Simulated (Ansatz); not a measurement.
## One arrangement of a pair

The pair of H3O⁺ (SMILES [OH3+], atoms 1–4) and H2 (SMILES [H][H], atoms 5–6), both closed shells, in one local arrangement (a lower one may exist), relaxed at PBE0-D4/def2-TZVP:

| atom | x (Å) | y (Å) | z (Å) |
| --- | --- | --- | --- |
| O1 | -0.1435 | 0.1335 | -0.8607 |
| H2 | -0.0407 | 0.0596 | 0.1377 |
| H3 | -0.5916 | -0.6326 | -1.2659 |
| H4 | 0.6824 | 0.3706 | -1.3229 |
| H5 | -0.1894 | 0.3305 | 1.6743 |
| H6 | 0.2829 | -0.2616 | 1.6376 |

Computed with Ansatz 0.2.0 (basis: def2-TZVPPD, with def2-QZVPPD for the basis limit); correlated methods freeze the cores. B3LYP uses VWN-RPA correlation. Extrapolation: Hartree–Fock as exp(−7.88 √X), correlation as X^−2.97. Interaction energies count from these two fragments, frozen as in the pair, with the counterpoise correction; negative means bound.

(1) What is the interaction energy by CCSD(T) at an estimated basis limit (MP2 extrapolated from triple and quadruple zeta, plus CCSD(T) − MP2 in triple zeta)? (An estimate is asked for; the value comes from the calculation.)

No T1 diagnostic of these runs exceeds 0.007.

Answers

(1) Computed: -5.91 kcal/mol. Hartree–Fock alone gives -3.59 kcal/mol at the basis limit. It counts from the two fragments frozen as in the pair.

The same quantity by other methods in triple zeta, and each one's difference from that estimate:
| method | E_int (kcal/mol) | difference |
| --- | --- | --- |
| PBE-D4 | -7.80 | -1.89 |
| revPBE-D4 | -6.65 | -0.74 |
| BLYP-D4 | -6.76 | -0.85 |
| r2SCAN-D4 | -6.70 | -0.79 |
| B97M-V | -6.06 | -0.15 |
| PBE0-D4 | -7.24 | -1.32 |
| B3LYP-D4 | -6.70 | -0.79 |
| HSE06-D4 | -7.25 | -1.34 |
| wB97X-V | -6.31 | -0.39 |
| wB97M-V | -6.10 | -0.18 |
| B2PLYP | -6.18 | -0.26 |
| HF | -3.55 | 2.37 |
| MP2 | -5.70 | 0.22 |
| CCSD | -5.28 | 0.64 |
| CCSD(T) | -5.57 | 0.34 |
Differences are method less estimate.

Energy to bend the free fragments (PBE0-D4 minima) into their shapes in the pair, CCSD(T)/def2-TZVPPD: H3O⁺ 0.51 kcal/mol; H2 0.09 kcal/mol. This must be added to the interaction energy to get the binding energy from relaxed fragments.

Basis-set superposition shift (counterpoise-corrected less uncorrected): CCSD(T) 0.23; MP2 0.26; HF 0.04; PBE0-D4 0.03; wB97M-V 0.04 kcal/mol.

For scale, one of the runs: CCSD(T)/def2-TZVPPD, 125 basis functions, launched by `ansatz run in.yaml --threads 2 --pin off --events-out ev --progress --plain --max-ram 5222MiB`. The run took about 3.1 s on 2 CPU threads of an Arm Neoverse V1 (shared host).
